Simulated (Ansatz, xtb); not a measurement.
# CH3SeSi−: where a starting geometry ends

The starting geometry of this gas-phase singlet was built from a drawn formula by distance geometry and a force field; its bonds are those of `[CH][SiH2][Se-]`.

```xyz
6

C     0.3522   -0.7854    4.2351
Se   -0.7997   -2.9249    1.9079
Si    0.3450   -1.0357    2.3415
H     0.9068    0.1763    4.4790
H     1.7096   -1.1111    1.8830
H    -0.3799    0.1562    1.7362
```

Q: Where would you expect an optimisation with r2SCAN-D4/def2-SVPD to take it?

A: It rearranges to `C=[SiH][Se-]`. Contacts that open: Si3–H5 (1.44 → 2.52 Å). Contacts that close: C1–H5 (2.74 → 1.09 Å).

The energy falls by 3.81 eV over 20 steps:

```
step  E − E(last) (eV)
   1             3.814
   3             3.580
   5             3.419
   7             3.118
   9             2.045
  12             1.158
  14             0.540
  16             0.045
  18             0.001
  20             0.000
```

Final geometry (Å):

```xyz
6

C     1.0933   -0.6452    3.3961
Se   -0.7878   -2.9718    1.4166
Si   -0.1860   -1.0851    2.3065
H     1.1973    0.3987    3.7152
H     1.8257   -1.3469    3.8073
H    -1.0085    0.1257    1.9408
```

From the same start GFN2-xTB ends elsewhere, at `[CH-]1[SiH2][Se]1`.

No frequencies were run, so the end isn't proven a minimum. Run with Ansatz 0.2.0, 49 s on 2 threads of Arm Neoverse V1 (shared host).
